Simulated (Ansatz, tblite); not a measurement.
Forces on ReO₂⁻ at its PBE-D4/def2-TZVPD geometry. Total charge -1; singlet.

In the def2 sets Re takes a core potential; there is no spin–orbit coupling. The xTB rows come from tblite. The restricted singlet is unstable towards broken spin symmetry at other levels; at ωB97X-V/def2-TZVPD this wasn't settled. The order of the spin states hangs on the level: the triplet lies 0.78 eV below the singlet at PBE0-D4/def2-TZVPD, but 0.64 eV above it at GFN1-xTB. The structure comes from a short search, and lower isomers may exist.

GFN1-xTB (tblite), largest force 2.30 eV/Å:

```xyz
3
positions Å, forces eV/Å
Re    0.162   -0.471   -0.199   -0.698    2.022    0.855
O    -1.209   -0.474    0.855    1.162   -0.500   -0.972
O     1.046    0.944   -0.656   -0.464   -1.522    0.117
```

GFN2-xTB (tblite), largest force 2.98 eV/Å:

```
Re -0.903 2.616 1.106
O 0.120 -1.516 -0.331
O 0.783 -1.099 -0.775
```

ωB97X-V/def2-TZVPD (Ansatz), largest force 1.33 eV/Å:

```
Re -0.404 1.169 0.495
O 0.765 -0.231 -0.624
O -0.361 -0.938 0.130
```
